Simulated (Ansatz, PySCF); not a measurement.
W(O)2(NH2)2 (H4N2O2W), SMILES [NH2][W]([NH2])(=[O])=[O], multiplicity 1. Atoms are numbered in the order given.

```xyz
9

W      0.0000     0.0000     0.0368
O      0.0000    -1.4454     0.9762
O      0.0000     1.4454     0.9762
N      1.6208     0.0000    -1.0536
H      2.1229    -0.8378    -1.3396
H      2.1229     0.8378    -1.3396
N     -1.6208     0.0000    -1.0536
H     -2.1229    -0.8378    -1.3396
H     -2.1229     0.8378    -1.3396
```
Charge 0, spin multiplicity 1.

Geometry: r2SCAN-D4/def2-SVP. The multiplicity is an assumed one; no other spin state was optimised. The structure was generated by enumeration; whether it is a known compound was not checked. The def2 effective core potentials stand for the cores of W; spin–orbit coupling is left out. The values are those of a single conformer.

Two levels are set side by side: PBE-D3(BJ)/def2-SVP (Ansatz, a program for electronic structure) and r2SCAN-D4/def2-SVP (Ansatz). Each level has its own optimised geometry; the coordinates shown are those of the second. Frequencies come from the Hessian of PySCF at each geometry. Differences are taken from unrounded values.

```csv
quantity,r2SCAN-D4
mean bond length (Å),1.428
bond W1–O2 (Å),1.724
bond W1–O3 (Å),1.724
bond W1–N4 (Å),1.953
bond W1–N7 (Å),1.953
bond N4–H5 (Å),1.018
bond N4–H6 (Å),1.018
bond N7–H8 (Å),1.018
bond N7–H9 (Å),1.018
highest harmonic wavenumber (cm⁻¹),3659
mean harmonic wavenumber (cm⁻¹),1176
zero-point energy (kcal/mol),35.30
```

Question: What does PBE-D3(BJ) give, and how far is it from r2SCAN-D4? (An estimate is asked for; the answer gives what the named calculation found.)

Answer: 
```
quantity                            PBE-D3(BJ)  PBE-D3(BJ) minus r2SCAN-D4
----------------------------------  ----------  --------------------------
mean bond length (Å)                     1.436                       0.008
bond W1–O2 (Å)                           1.734                       0.010
bond W1–O3 (Å)                           1.734                       0.010
bond W1–N4 (Å)                           1.961                       0.007
bond W1–N7 (Å)                           1.961                       0.007
bond N4–H5 (Å)                           1.024                       0.007
bond N4–H6 (Å)                           1.024                       0.007
bond N7–H8 (Å)                           1.024                       0.007
bond N7–H9 (Å)                           1.024                       0.007
highest harmonic wavenumber (cm⁻¹)        3579                         -80
mean harmonic wavenumber (cm⁻¹)           1149                         -27
zero-point energy (kcal/mol)             34.49                       -0.82
```
